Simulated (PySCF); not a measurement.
Work out the structure from these simulated measurements.

Elements present: C, F, H and O. Monoisotopic mass: 132.0198 u.

- 1H NMR: chemical shifts (computed TMS as zero) by class: 5.65 (1 H), 3.64 (3 H) ppm [GIAO B97-2/pcSseg-2]
- 13C NMR: chemical shifts (computed TMS as zero) by class: 127.5 (1 C), 117.0 (1 C), 52.0 (1 C) ppm [GIAO B97-2/pcSseg-2]
- NMR, other nuclei: isotropic shieldings of nuclei other than C and H, by class: 246 (1 O), 290 (2 F), 327 (2 F) ppm [GIAO B97-2/pcSseg-2]
- Dipole: 2.75 D [B97-2/pcSseg-2]
- Rotational structure: rotational constants A, B, C: 3.346, 1.617, 1.381 GHz [PBE0-D3(BJ)/def2-TZVP]

The electronic properties come from PySCF, for the isolated species, density fitting. Levels stand in brackets. The structure is a single PBE0-D3(BJ)/def2-TZVP conformer in the gas phase; no vibrational or solvent corrections. NMR values are class means; diastereotopic atoms form classes of their own.

Q: Which formula fits the mass and the elements?

A: C3H4F4O (calculated 132.0198). No other formula that holds each of these elements comes within 0.0003 u with a fitting electron parity and a possible valence count.

Q: What is the compound? Reason from the data.

A: Numbering: `[CH3:1][O:2][C:3]([F:4])([F:5])[CH:6]([F:7])[F:8]`. Its formula, C3H4F4O, gives 0 degrees of unsaturation, so no ring and no π bond. 3 carbons fall into 3 classes; from least to most shielded: CF2 carbon [C3] (127.5 ppm), CHF2 carbon [C6] (117.0 ppm), methoxy carbon [C1] (52.0 ppm). Hydrogen classes from least to most shielded: 1 H on a CHF2 carbon, C6 (5.65 ppm), 3 H on a methoxy carbon, C1 (3.64 ppm). The other shieldings belong to: 246 ppm, ether oxygen [O2]; 290 ppm, fluorine of a CF2 group [F4/F5]; 327 ppm, fluorine of a CF2 group [F7/F8]. The optimised geometry has point group C1 and is an asymmetric top. Structure: `FC(C(F)(OC)F)F` (HCF2CF2OMe). The assignments are read from this structure; whether some other isomer fits the data as well wasn't checked.

Conformer computed: `[CH3:1][O:2][C:3]([F:4])([F:5])[CH:6]([F:7])[F:8]`: C1–O2–C3–F4 56°, O2–C3–C6–F7 -63°.
